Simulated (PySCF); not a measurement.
**Potential energy of KBr along the bond**

Set-up: PySCF, no relativity, basis sets K pcseg-1, Br pcseg-1. Energies in eV from K + Br in their ground configurations at the same level. State: ¹Σ⁺ (singlet), closed shell.

All columns are MN15. A positive dipole means K(−)Br(+).

```tsv
R (Å)	E (eV)	μ (D)	Mulliken charge on K (basis-dependent)	HOMO (eV)	LUMO (eV)	Mayer bond order	⟨S²⟩
2.424	-3.389	-8.42	0.63	-6.66	0.03	0.69	0.00
2.537	-3.724	-8.96	0.64	-6.54	-0.03	0.66	0.00
2.650	-3.899	-9.49	0.65	-6.37	-0.12	0.65	0.00
2.734	-3.957	-9.88	0.65	-6.25	-0.17	0.65	0.00
2.819	-3.970	-10.28	0.65	-6.13	-0.23	0.64	0.00
2.904	-3.949	-10.67	0.65	-6.02	-0.28	0.64	0.00
3.016	-3.883	-11.20	0.66	-5.87	-0.36	0.64	0.00
3.157	-3.762	-11.86	0.66	-5.70	-0.47	0.63	0.00
3.326	-3.583	-12.66	0.67	-5.51	-0.56	0.60	0.00
3.552	-3.318	-13.75	0.69	-5.27	-0.73	0.56	0.00
```

A fit through these points gives, at Re = 2.804 Å, μ = -10.21 D and dμ/dR = -4.66 D/Å; the reduced mass is 26.08 u.

Task: How strong is the fundamental in the double-harmonic approximation, I = 42.26·(dμ/dR)²/μred km/mol?

Result: I = 42.26·(-4.66)²/26.08 = 35.2 km/mol at MN15.
